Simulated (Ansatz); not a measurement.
Molecule: YI, net charge 0, singlet state. 
Coordinates optimised at B3LYP-D3(BJ)/def2-TZVP (Ansatz, a program for electronic structure):
```xyz
2

Y      0.0000     0.0000    -1.6070
I      0.0000     0.0000     1.1825
```
Charge 0, spin multiplicity 1.

Wanted: vertical ionisation energy (to the doublet state of charge +1; each state is the SCF solution reached for its spin; for the singlet the Hartree-Fock reference is unstable and T1 is 0.016), in eV. Cores are frozen in the correlated levels unless marked. Open shells are spin-unrestricted. No spin-orbit coupling. Frozen are the shells of the preceding noble gas and the d and f shells that filled before the atom's block. In def2 rows, elements after Kr have scalar-relativistic effective core potentials. Basis-set limits of correlation are two-point, X^-3; Hartree-Fock from the larger set.

```json
[
 {"level": "SVWN5/def2-TZVPD", "program": "Ansatz", "vertical ionisation energy (eV)": "___"},
 {"level": "PBE/def2-TZVPD", "program": "Ansatz", "vertical ionisation energy (eV)": "6.30"},
 {"level": "r2SCAN/def2-TZVPD", "program": "Ansatz", "vertical ionisation energy (eV)": "6.09"},
 {"level": "B3LYP/def2-TZVPD", "program": "Ansatz", "vertical ionisation energy (eV)": "6.44"},
 {"level": "PBE0/def2-TZVPD", "program": "Ansatz", "vertical ionisation energy (eV)": "6.32"},
 {"level": "BHLYP/def2-TZVPD", "program": "Ansatz", "vertical ionisation energy (eV)": "___"},
 {"level": "CAM-B3LYP/def2-TZVPD", "program": "Ansatz", "vertical ionisation energy (eV)": "6.46"},
 {"level": "wB97M-V/def2-TZVPD", "program": "Ansatz", "vertical ionisation energy (eV)": "6.58"},
 {"level": "wB97X-V/def2-TZVPD", "program": "Ansatz", "vertical ionisation energy (eV)": "___"},
 {"level": "CCSD/def2-SVPD", "program": "Ansatz", "vertical ionisation energy (eV)": "___"},
 {"level": "CCSD/def2-TZVPPD", "program": "Ansatz", "vertical ionisation energy (eV)": "6.42"},
 {"level": "CCSD/def2-QZVPPD", "program": "Ansatz", "vertical ionisation energy (eV)": "6.43"},
 {"level": "CCSD(T)/CBS(def2-TZVPPD,def2-QZVPPD)", "program": "Ansatz", "vertical ionisation energy (eV)": "6.47"}
]
```

Problem. Fill in the missing entries.

Solution. 
- SVWN5/def2-TZVPD, vertical ionisation energy (eV): 6.51
- BHLYP/def2-TZVPD, vertical ionisation energy (eV): 6.34
- wB97X-V/def2-TZVPD, vertical ionisation energy (eV): 6.41
- CCSD/def2-SVPD, vertical ionisation energy (eV): 6.40
